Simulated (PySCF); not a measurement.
Compound: C7H14GeO.
SMILES with atom numbers: `[CH3:1][CH:2]([CH3:3])[O:4][GeH:5]1[CH2:6][CH:7]=[CH:8][CH2:9]1` (hydrogens: H10, H11, H12 on C1; H13 on C2; H14, H15, H16 on C3; H17 on Ge5; H18, H19 on C6; H20 on C7; H21 on C8; H22, H23 on C9)

Structure used (PBE0-D3(BJ)/def2-SVP), in Å, numbered top down from 1:
```xyz
23
C7H14GeO angstrom
C     -2.611   -1.158   -0.209
C     -1.823    0.138   -0.149
C     -2.638    1.285    0.427
O     -0.675   -0.097    0.640
Ge     0.875    0.740    0.341
C      2.220   -0.162    1.434
C      3.074   -0.831    0.391
C      2.816   -0.670   -0.917
C      1.665    0.186   -1.372
H     -2.902   -1.463    0.808
H     -3.521   -1.046   -0.817
H     -1.994   -1.960   -0.641
H     -1.527    0.407   -1.187
H     -3.542    1.475   -0.172
H     -2.048    2.214    0.456
H     -2.944    1.045    1.457
H      0.681    2.259    0.541
H      2.803    0.526    2.069
H      1.738   -0.890    2.107
H      3.914   -1.459    0.711
H      3.444   -1.165   -1.666
H      2.000    1.034   -1.993
H      0.944   -0.385   -1.982
```

Method: PBE0-D3(BJ)/def2-SVP geometry optimisation, gas phase (PySCF 2.14.0).

Masses are those of the commonest isotopes; rigid-rotor values at the optimised geometry. The values belong to one conformer with, in the numbering `[CH3:1][CH:2]([CH3:3])[O:4][GeH:5]1[CH2:6][CH:7]=[CH:8][CH2:9]1`, C1–C2–O4–Ge5 148°, C2–O4–Ge5–C6 -169°.

(1) Give the principal moments of inertia and the rotational constants in GHz.

(2) What kind of rotor is it?

(3) What does the inertial defect say?

(4) Give the other two planar moments, Paa and Pbb, and the rms extents of the mass along the axes.

(5) Predict some low-J microwave lines.

Answers

(1) Ia = 204.86, Ib = 714.31, Ic = 755.91 u·Å²; 505379 MHz·u·Å²/I gives 2467, 707.5 and 668.6 MHz, that is A = 2.4669, B = 0.7075, C = 0.6686 GHz.

(2) A near-prolate asymmetric top; Ray's κ = -0.957.

(3) Not planar: Δ = Ic − Ia − Ib = -163.26 u·Å². For a rigid frame Δ = −2 Σ m c², so Σ m c² = 81.63 u·Å² lies off the ab plane: 23.13 from hydrogen and 58.50 from heavier atoms. The atom farthest from that plane is 2.24 Å away.

(4) Paa = Σ m a² = (Ib + Ic − Ia)/2 = 632.68 and Pbb = Σ m b² = (Ia + Ic − Ib)/2 = 123.23 u·Å². With the mass M = 188.03 u, the rms extents √(P/M) along a, b and c are 1.83, 0.81, 0.66 Å.

(5) The dipole components are |μa| = 0.30 D, |μb| = 0.02 D, |μc| = 0.99 D. Intensities carry the squares of the components, which stand as 0.09 : 0.00 : 1.00 (a : b : c). Some lines, for components of 0.1 D or more:

```tsv
type	branch	J(Ka,Kc)	MHz	lower level (cm⁻¹)
a	R	1(0,1) ← 0(0,0)	1376	0.000
c	Q	2(1,2) ← 2(0,2)	1721	0.138
c	Q	1(1,1) ← 1(0,1)	1759	0.046
a	R	2(1,2) ← 1(1,1)	2713	0.105
a	R	2(1,1) ← 1(1,0)	2791	0.106
a	R	3(1,3) ← 2(1,2)	4069	0.195
a	R	3(0,3) ← 2(0,2)	4126	0.138
a	R	3(2,2) ← 2(2,1)	4128	0.375
a	R	3(1,2) ← 2(1,1)	4186	0.199
c	Q	2(2,1) ← 2(1,1)	5278	0.199
c	R	2(2,1) ← 1(1,1)	8108	0.105
c	R	3(2,1) ← 2(1,1)	9410	0.199
c	R	3(2,2) ← 2(1,2)	9523	0.195
c	R	3(3,1) ← 2(2,1)	13023	0.375
```

No PBE0-D3(BJ)/def2-SVP frequencies stand behind this structure, so it isn't proved a minimum. Constants of a rigid frame at the computed geometry: no zero-point averaging, no centrifugal distortion. A rigid rotor knows nothing of internal rotation, which can split or shift real lines.

On one thread, Arm Neoverse V2 (aarch64), no GPU, shared host, this took 4.2 min of wall time and 1.1 GiB of memory at its peak. That covers the optimisation of the geometry.
